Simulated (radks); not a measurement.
Coulomb parameter of the 3d shell of neutral nickel in the model configuration [Ar] 3d7 4s2 4p1, as a second difference U = [E(n + 0.25) + E(n - 0.25) - 2 E(n)] / (0.25)^2 with all orbitals relaxed. "Bare": the charge of the atom changes with n. "Screened": the 4p shell takes up the change at fixed total charge, which measures U(3d,3d) + U(4p,4p) - 2 U(3d,4p). All-electron calculation, Dirac Kohn-Sham, LDA (Slater exchange, Perdew-Wang correlation), spin-unpolarised, spherical densities, finite nucleus; open shells are shared between the two j in proportion to 2j + 1; Fermi nuclear charge, rms radius 3.7757 fm. Program: a radial shooting solver on a logarithmic mesh with Libxc functionals.

start: configuration [Ar] 3d7 4s2 4p1; E - E(n) (eV) 0.000
bare +0.25: configuration [Ar] 3d7.25 4s2 4p1; E - E(n) (eV) -3.679
bare -0.25: configuration [Ar] 3d6.75 4s2 4p1; E - E(n) (eV) 4.573
screened +0.25: configuration [Ar] 3d7.25 4s2 4p0.75; E - E(n) (eV) -3.228
screened -0.25: configuration [Ar] 3d6.75 4s2 4p1.25; E - E(n) (eV) 3.626

U(bare) = 14.311 eV, U(screened by 4p) = 6.368 eV, against the Slater integral F0(3d,3d) = 27.205 eV with frozen orbitals. The step up makes a negative ion, whose loosely bound charge lowers the bare value.
